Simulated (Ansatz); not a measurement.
TiO4, relaxed as a singlet with RKS PBE0-D4/def2-SVP in Ansatz, starting from the GFN1-xTB geometry. Force threshold 0.02 eV/Å.

The structure holds 2 bonds between oxygen atoms, so isomers without such links may lie far lower. The relaxation made no stability test and no search for a lower SCF solution. No other spin state of charge 0 was run. Another isomer (singlet) lies 0.17 eV lower at PBE0-D4/def2-TZVP; other spin states weren't run for this one.

Start:

Cartesian coordinates in Å:
```
Ti 0.275 0.391 0.263
O -1.212 -0.484 0.425
O 1.080 1.512 1.040
O -0.740 -0.518 -0.883
O 0.597 -0.901 -0.845
```

Estimate the energy that the relaxation releases and the steps that it takes.

31.1 kcal/mol, in 19 steps; 18 s on 4 threads of Arm Neoverse V1 on a shared host. No frequencies were taken in this run, so the end may be a saddle point.

Does the start keep its bonding and symmetry?

By distances, no bond broke or formed. The bond that changes most is Ti1–O4, from 1.78 to 2.14 Å (atoms count from 1). Point group Cs at the start, Cs at the end, both within 0.05 Å.

Predict the relaxed structure.


Cartesian coordinates in Å:
```
Ti 0.213 0.758 0.053
O -1.213 -0.352 0.435
O 1.154 1.282 1.221
O -0.799 -0.907 -0.839
O 0.646 -0.782 -0.870
```
Bond lengths: 4 × O–Ti 1.59 to 2.14 Å; 2 × O–O 1.45 Å.
